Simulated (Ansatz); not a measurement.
Total energies of Ge(SH)2H2 (GeH4S2) from Ansatz at PBE-D4/def2-TZVP, gas phase (1 Eh = 27.2114 eV = 2625.5 kJ/mol). The reference geometry is relaxed at PBE-D4/def2-TZVP.

```csv
state,geometry,energy (Eh)
charge 0 singlet,reference,-2875.20715
charge 1 doublet,reference,-2874.87576
free Ge atom (triplet),–,-2076.60177
free S atom (triplet),–,-397.93833
free H atom (doublet),–,-0.49962
```

(1) Work out the vertical ionisation energy to the doublet.

(2) What is the binding energy per atom against free atoms?

(1) E(charge 1 doublet) − E(charge 0 singlet) = -2874.87576 − (-2875.20715) = 0.33139 Eh = 9.02 eV. For comparison, −ε of the highest occupied level is 6.14 eV at this level, 2.88 eV less.

(2) Atoms: 1 × (-2076.60177) + 2 × (-397.93833) + 4 × (-0.49962) = -2874.47691 Eh. Binding: -2874.47691 − (-2875.20715) = 0.73024 Eh = 19.87 eV, or 2.84 eV for each of 7 atoms (no zero-point energy, no counterpoise term).
